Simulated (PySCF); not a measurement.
Field gradients at the hydrogen positions

C9H8OS.
Atom-mapped SMILES: `[CH:1]1=[CH:2][CH:3]([c:4]2[cH:5][cH:6][cH:7][s:8]2)[CH:9]=[CH:10][O:11]1` (hydrogens: H12 on C1; H13 on C2; H14 on C3; H15 on C5; H16 on C6; H17 on C7; H18 on C9; H19 on C10)

Geometry (GFN2-xTB, Å), atoms numbered from 1 in this order:
```xyz
19
C9H8OS angstrom
C     -2.282    1.102    0.454
C     -1.353    0.475    1.159
C     -0.615   -0.729    0.630
C      0.824   -0.374    0.377
C      1.308    0.582   -0.462
C      2.719    0.654   -0.464
C      3.288   -0.248    0.373
S      2.112   -1.205    1.183
C     -1.268   -1.163   -0.659
C     -2.202   -0.440   -1.258
O     -2.726    0.721   -0.776
H     -2.803    1.984    0.798
H     -1.073    0.842    2.132
H     -0.640   -1.546    1.364
H      0.676    1.215   -1.060
H      3.281    1.348   -1.064
H      4.329   -0.416    0.570
H     -0.921   -2.078   -1.109
H     -2.665   -0.714   -2.194
```

Level: PBE0/pcSseg-1 (PySCF, non-relativistic); Q(2H) = 0.00286 b; rigid geometry, the same for H and D, with no vibrational averaging.

Problem. Rank these positions by the coupling χzz of a deuteron there, largest first.
A. H13 (vinylic hydrogen)
B. H12 (vinylic hydrogen)
C. H14 (methine hydrogen)
D. H17 (aromatic hydrogen)

Solution. D (233 kHz), A (225 kHz), B (217 kHz), C (192 kHz).

Problem. What are Vzz, η and χzz (234.96 MHz × Q × Vzz) at all hydrogens?

Solution. 
```tsv
atom	bonded to	bond length (Å)	Vzz (au)	η	χzz (kHz)
H12	C1	1.080	0.3227	0.10	217
H13	C2	1.077	0.3344	0.09	225
H14	C3	1.098	0.2862	0.02	192
H15	C5	1.076	0.3381	0.07	227
H16	C6	1.076	0.3393	0.06	228
H17	C7	1.072	0.3473	0.09	233
H18	C9	1.077	0.3346	0.09	225
H19	C10	1.080	0.3227	0.10	217
```

Problem. How does χzz go with the bond length over the 8 C–H bonds?

Solution. A straight-line fit has a slope of -15.4 kHz for each 0.01 Å, with a correlation coefficient of -0.99, over lengths from 1.072 to 1.098 Å. The longer bonds have the smaller couplings here.

Problem. A static deuteron (I = 1) shows a doublet split by (3/2)χ, (3/4)χ(1 + η) and (3/4)χ(1 − η) with the field along z, y and x of the gradient. What are these for H13?

Solution. With |χ| = 224.7 kHz and η = 0.089: 337, 184 and 154 kHz, to first order and without motion.

Isolated species at its GFN2-xTB geometry (one conformer only). GFN2-xTB bond lengths can be off by several hundredths of an ångström, more for odd bonds, and the gradients follow them. These gradients aren't converged with respect to the basis.
